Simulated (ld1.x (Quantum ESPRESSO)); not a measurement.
The numbers below are computed, except where a source is named.
# Pseudopotentials across the periodic table

Generated with ld1.x 7.5 (TM, RRKJ, ultrasoft, PAW), atompaw 4.2 or ONCVPSP 4.0.1. The cutoff is in Ry: for ld1.x and atompaw files where the sum of valence levels is converged to 10 mRy in a Bessel basis, for ONCV files where the hardest occupied wave has 1 mHa per electron of residual kinetic energy. The error is the largest all-electron minus pseudo excitation energy over each file’s own four to seven test configurations (ionisations up to +4, promotions, holes and added fractions of an electron), all of which were solved. The labels leave out finer settings (local radius, basis sizes, second energies), which also bear on the numbers. Spin-polarised tests are not counted. The rows are a selection from randomly drawn settings: files with unsolved tests, undetermined cutoffs or missed reference levels are left out.

| element | potential | cutoff (Ry) | largest error (meV) | bound ghosts |
| --- | --- | --- | --- | --- |
| Be | ultrasoft, PBE, scalar-relativistic, rc 0.70/3.55/3.70 (spd), local smoothed, core correction no, reference 1s2 2s2 2p0 | 140 | +687 | none |
| Co | RRKJ, PBE, scalar-relativistic, rc 2.60/0.80/1.50 (spd), local s, core correction yes, reference 3p6 3d7 4s2 4p0 | 230 | -906 | none |
| Se | TM, PW91, scalar-relativistic, rc 1.25/1.25 (sp), local p, core correction no, reference 4s2 4p4 | 80 | +61 | none |
| Ir | PAW, PBE, scalar-relativistic, rc 1.55/2.00/1.75 (spd), local smoothed, core correction yes, reference 5s2 5p6 5d7 6s0 6p0 | 35 | +12 | none |
| Hg | TM, PBE, non-relativistic, rc 1.70/2.90/1.30 (spd), local p, core correction no, reference 5d10 6s1 6p1 | 80 | -169 | none |
| Bi | PAW, PW91, scalar-relativistic, rc 2.05/2.30/2.10 (spd), local smoothed, core correction yes, reference 5d10 6s2 6p3 | 30 | -53 | none |

(1) Fill in the row for Tl: TM, BP86, scalar-relativistic, rc 1.95/2.05/1.90 (spd), local s, core correction yes, reference 6s2 6p1.

(2) Fill in the row for F: PAW, BLYP, non-relativistic, rc 0.80/0.85 (sp), local smoothed, core correction yes, reference 2s2 2p2.

## Answers

(1) cutoff 21 Ry, largest error -412 meV, bound ghosts: none.

(2) cutoff 100 Ry, largest error -12 meV, bound ghosts: none.
